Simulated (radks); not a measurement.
Br+, configuration [Ar] 3d10 4s2 4p4. Calculated with a radial shooting solver on a logarithmic mesh with Libxc functionals: scalar-relativistic Kohn-Sham, LB94 model potential, spin-polarised, spherical densities, finite nucleus; open shells are filled with parallel spins first; Fermi nuclear charge, rms radius 4.1629 fm.

Unscreened Slater integrals over Kohn-Sham orbitals (hartree). They are taken over the spin-up orbitals. Empty in this configuration: 5s.

F0(4p,4p): 0.46454
F2(4p,4p): 0.24059
F0(4p,4s): 0.50459
G1(4p,4s): 0.33073
F0(4p,3d): 0.60968
F2(4p,3d): 0.12404
G1(4p,3d): 0.041156
G3(4p,3d): 0.037907
F0(4p,5s): 0.26625
G1(4p,5s): 0.028923
F0(4s,4s): 0.55848
F0(4s,3d): 0.71638
G2(4s,3d): 0.061821
F0(4s,5s): 0.27309
G0(4s,5s): 0.016507
F0(3d,3d): 1.5685
F2(3d,3d): 0.74903
F4(3d,3d): 0.47074
F0(3d,5s): 0.29569
G2(3d,5s): 0.0087839
F0(5s,5s): 0.21581

Derived for the open shells (J is the average intra-shell exchange parameter used in DFT+U). 4p: J = F2/5 = 0.04812 hartree; in LS coupling 1D lies 6 F2/25 = 0.05774 hartree above 3P.
